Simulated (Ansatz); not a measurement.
Consider the cleavage of the Si–Si bond: `O[SiH](O)[SiH](F)F` + `[OH][AlH2]` → `O[SiH](O)[O][AlH2]` + `F[SiH2]F`.

Program: Ansatz. Geometries: PBE0-D4/def2-TZVP. ΔE: electronic, gas phase. CCSD(T)/CBS adds triple-zeta CCSD(T) − MP2 to the extrapolated MP2 energy (def2 sets, frozen cores). This one scheme is used for every species. DFT in def2-TZVPP. B3LYP here is the variant with VWN-RPA as its local correlation; programs differ in this. Each species was taken in one conformer, which may not be the lowest.

Q: Is it downhill or uphill in electronic energy at CCSD(T)/CBS, and by how much? (Estimate.)

A: Ansatz gave: Downhill: ΔE = -41.2 kcal/mol.

Q: What do these levels give: PBE-D4, ωB97X-V, ωB97M-V, PBE, r2SCAN, PBE0, B3LYP, HF/def2-QZVPP, MP2/def2-QZVPP, SCS-MP2/def2-QZVPP, MP2/CBS(def2), CCSD/CBS(def2)? (Estimate.)

A: The calculation gave: PBE-D4 -33.3, ωB97X-V -39.4, ωB97M-V -41.2, PBE -33.6, r2SCAN -39.8, PBE0 -36.8, B3LYP -39.7, HF/def2-QZVPP -48.0, MP2/def2-QZVPP -43.2, SCS-MP2/def2-QZVPP -43.6, MP2/CBS(def2) -42.7, CCSD/CBS(def2) -42.0 kcal/mol.

Largest T1 diagnostic among the species: 0.012.

From PBE to PBE0 (25 % exact exchange), in def2-TZVPP and without D4, ΔE moves by −3.2 kcal/mol. In def2-TZVPP, CCSD(T) changes the Hartree–Fock value by +5.5 kcal/mol (the triples alone add +0.8 kcal/mol) and MP2 by +4.0 kcal/mol.
